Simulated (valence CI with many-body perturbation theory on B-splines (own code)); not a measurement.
**Sc13+: E2, M1 decay**

Method: valence CI with perturbative core correlation (CI+MBPT): six valence electrons over a frozen Dirac-Fock core [He], radial functions for each j: 9 s, 9 p, 8 d, 6 f, 3 g, 1 h, with the one-electron correlation potential Σ1 (screened to all orders), the two-electron term Σ2, the three-electron term Σ3, Breit, model QED; selected single and double excitations, second order for the rest, scaled by the run's own slope (own B-spline code, finite nucleus).

No measured levels were compared; by estimate levels of excited configurations hold to 0.05 to 0.15 % of their energy, terms of the ground configuration to about 0.5 %. Among the levels kept, up to 3000 cm⁻¹ of a level comes from second order outside the variational space, and about a tenth of that is noise between levels of different J, which matters for small intervals.

Lines 1 to 30 of 30 in falling wavelength, among levels below 536.20 eV, chosen from the decays that carry over 1 % of a level's rate. Wavelengths and rates use the calculated energies, so an error of 2000 cm⁻¹ moves a line at 1495 Å by 3 % and its rate by three times that or more. Electric multipoles are in the length gauge, E1 and E2 with the static RPA response of the core. S is in atomic units (e²a₀⁴ for E2 and M2, e²a₀⁶ for E3), for M1 in squared Bohr magnetons. Weak lines are less certain than strong ones. Lines between different terms over intervals too small for the method are left out, as are lines whose strength nearly cancels. The highest levels of a list are the least certain.

Names give the largest LS component (configuration and term), which can be under half, so a name can repeat, a term be missing and a line seem to break the LS rules; names also repeat where a configuration has a term twice. Letters in brackets count levels of one name in rising energy.

| λ vac (Å) | Upper | Lower | Type | A (s⁻¹) | S (a.u.) |
| --- | --- | --- | --- | --- | --- |
| 24290 | 2s2.2p4 3P_0 | 2s2.2p4 3P_1 | M1 | 3.57e+00 | 1.90e+00 |
| 3207 | 2s2.2p4 3P_1 | 2s2.2p4 3P_2 | M1 | 6.59e+02 | 2.42e+00 |
| 1495 | 2s2.2p4 1D_2 | 2s2.2p4 3P_1 | M1 | 1.52e+02 | 9.40e-02 |
| 1020 | 2s2.2p4 1D_2 | 2s2.2p4 3P_2 | M1 | 1.38e+03 | 2.71e-01 |
| 605.2 | 2s2.2p4 1S_0 | 2s2.2p4 3P_1 | M1 | 1.38e+04 | 1.14e-01 |
| 25.10 | 2s2.2p3.3p 3D_1 [a] | 2s2.2p4 1D_2 | E2 | 1.62e+08 | 4.33e-03 |
| 25.07 | 2s2.2p3.3p 3P_2 [a] | 2s2.2p4 3P_0 | E2 | 8.71e+07 | 3.85e-03 |
| 25.07 | 2s2.2p3.3p 3P_1 [a] | 2s2.2p4 3P_1 | E2 | 8.23e+07 | 2.18e-03 |
| 25.05 | 2s2.2p3.3p 3P_2 [a] | 2s2.2p4 3P_1 | E2 | 1.71e+08 | 7.52e-03 |
| 24.96 | 2s2.2p3.3p 1P_1 [a] | 2s2.2p4 1D_2 | E2 | 1.50e+08 | 3.90e-03 |
| 24.88 | 2s2.2p3.3p 3P_1 [a] | 2s2.2p4 3P_2 | E2 | 3.94e+08 | 1.01e-02 |
| 24.86 | 2s2.2p3.3p 1F_3 | 2s2.2p4 1D_2 | E2 | 4.15e+08 | 2.46e-02 |
| 24.85 | 2s2.2p3.3p 3P_2 [a] | 2s2.2p4 3P_2 | E2 | 1.89e+08 | 7.99e-03 |
| 24.85 | 2s2.2p3.3p 3P_2 [c] | 2s2.2p4 1S_0 | E2 | 9.78e+07 | 4.14e-03 |
| 24.84 | 2s2.2p3.3p 3P_0 [a] | 2s2.2p4 3P_2 | E2 | 5.14e+08 | 4.34e-03 |
| 24.68 | 2s2.2p3.3p 3D_1 [a] | 2s2.2p4 3P_1 | E2 | 6.28e+07 | 1.54e-03 |
| 24.68 | 2s2.2p3.3p 1D_2 [b] | 2s2.2p4 1S_0 | E2 | 1.55e+08 | 6.33e-03 |
| 24.60 | 2s2.2p3.3p 3D_2 [a] | 2s2.2p4 3P_1 | E2 | 6.79e+07 | 2.73e-03 |
| 24.56 | 2s2.2p3.3p 3F_2 | 2s2.2p4 3P_0 | E2 | 1.08e+08 | 4.30e-03 |
| 24.55 | 2s2.2p3.3p 1P_1 [a] | 2s2.2p4 3P_1 | E2 | 5.90e+07 | 1.41e-03 |
| 24.53 | 2s2.2p3.3p 3F_2 | 2s2.2p4 3P_1 | E2 | 9.39e+07 | 3.72e-03 |
| 24.49 | 2s2.2p3.3p 3F_3 | 2s2.2p4 3P_1 | E2 | 1.12e+08 | 6.15e-03 |
| 24.48 | 2s2.2p3.3p 3D_2 [b] | 2s2.2p4 1D_2 | E2 | 1.41e+08 | 5.53e-03 |
| 24.45 | 2s2.2p3.3p 1F_3 | 2s2.2p4 3P_1 | E2 | 3.28e+07 | 1.79e-03 |
| 24.44 | 2s2.2p3.3p 1D_2 [a] | 2s2.2p4 1D_2 | E2 | 2.54e+08 | 9.87e-03 |
| 24.42 | 2s2.2p3.3p 3D_2 [a] | 2s2.2p4 3P_2 | E2 | 1.01e+08 | 3.91e-03 |
| 24.37 | 2s2.2p3.3p 3D_3 [a] | 2s2.2p4 3P_2 | E2 | 1.66e+08 | 8.94e-03 |
| 24.27 | 2s2.2p3.3p 3F_4 | 2s2.2p4 3P_2 | E2 | 2.56e+08 | 1.73e-02 |
| 24.25 | 2s2.2p3.3p 3P_2 [c] | 2s2.2p4 1D_2 | E2 | 1.36e+08 | 5.11e-03 |
| 24.01 | 2s2.2p3.3p 3D_3 [b] | 2s2.2p4 3P_1 | E2 | 1.14e+08 | 5.71e-03 |
